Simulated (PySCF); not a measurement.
**Removing an electron from `C[S+](C)[AlH2-][C](C)(C)C`**

Species: C₆H₁₇AlS.
Cartesian coordinates in Å at the PBE0-D3(BJ)/def2-SVP level; atoms count from 1:
```
atom  x, y, z in Å
C1    -3.0958   -1.4535    0.3350
S2    -1.8457   -0.2522    0.8373
C3    -2.5053    1.2502    0.0852
Al4   -0.0419   -0.9069   -0.7386
C5     1.5475    0.0817   -0.0318
C6     2.6477    0.0101   -1.0954
C7     2.0412   -0.5726    1.2593
C8     1.2087    1.5483    0.2382
H9    -2.7499   -2.4347    0.6847
H10   -3.1902   -1.4726   -0.7603
H11   -4.0578   -1.2074    0.8054
H12   -2.6044    1.1166   -1.0011
H13   -1.7834    2.0520    0.2874
H14   -3.4708    1.5010    0.5459
H15   -0.7571   -0.3420   -2.0712
H16   -0.1483   -2.4898   -0.4695
H17    2.3387    0.4798   -2.0448
H18    3.5637    0.5350   -0.7569
H19    2.9418   -1.0296   -1.3205
H20    1.2751   -0.5517    2.0537
H21    2.9341   -0.0509    1.6578
H22    2.3210   -1.6277    1.1050
H23    0.4736    1.6578    1.0555
H24    0.8018    2.0554   -0.6538
H25    2.1079    2.1160    0.5503
```

Level: wB97X-D/def2-SVPD (PySCF). Frontier orbitals with their largest atomic shares (Löwdin; up to four atoms above 4 %):

```csv
orbital,ε (eV),main atoms
HOMO−3,-10.71,"C7 26 %, C5 22 %, C6 14 %, C8 11 %"
HOMO−2,-9.74,"S2 52 %, Al4 13 %, H16 7 %, C3 7 %"
HOMO−1,-9.40,"Al4 35 %, H15 27 %, H16 26 %"
HOMO,-8.12,?
LUMO,1.64,"S2 44 %, C1 12 %, Al4 10 %, H11 7 %"
LUMO+1,1.71,"S2 41 %, C3 13 %, H14 9 %, Al4 9 %"
LUMO+2,2.00,"Al4 50 %, S2 11 %, H15 6 %, H16 5 %"
```

**Question.** What vertical ionisation energy does ΔSCF give, and how far is −ε(HOMO) from it?

**Answer.** ΔSCF: 8.08 eV (780 kJ/mol; threshold wavelength 153 nm); ⟨S²⟩ of the doublet left behind is 0.754, against 0.75 for a pure doublet. −ε(HOMO) is 8.12 eV, 0.04 eV above it. In exact Kohn–Sham theory the two would be equal; wB97X-D (range-separated hybrid) comes within 0.04 eV of that here.

**Question.** On which atoms does the HOMO lie?

**Answer.** C5 (sp3 carbon without hydrogen) 38 %, Al4 (aluminium bonded to C, S and 2 H) 18 %, C6 (methyl carbon) 7 %, C7 (methyl carbon) 7 %, so no atom holds as much as 40 %. The HOMO−1 lies 1.28 eV lower.

**Question.** What kinetic energy would electrons from this vertical process carry with 118.2 nm light (10.49 eV)?

**Answer.** 10.49 − 8.08 = 2.41 eV.

**Question.** What total energies stand behind the ΔSCF value?

**Answer.** E(N) = -879.05640 Eh and E(N − 1) = -878.75947 Eh at the same geometry, 0.29693 Eh apart.

**Question.** Shift the occupied levels rigidly so that −ε(HOMO) equals the ΔSCF value. What binding energies result?

**Answer.** The shift is -0.04 eV: HOMO 8.08, HOMO−1 9.36, HOMO−2 9.70, HOMO−3 10.67 eV. A rigid shift is only a rough guide to the deeper ionisations.

One conformer (not necessarily the lowest) at the PBE0-D3(BJ)/def2-SVP geometry, without solvent, vibrations or thermal averaging.

Note: wB97X-D ran without an empirical dispersion term, which enters the total energy and its gradient alone.
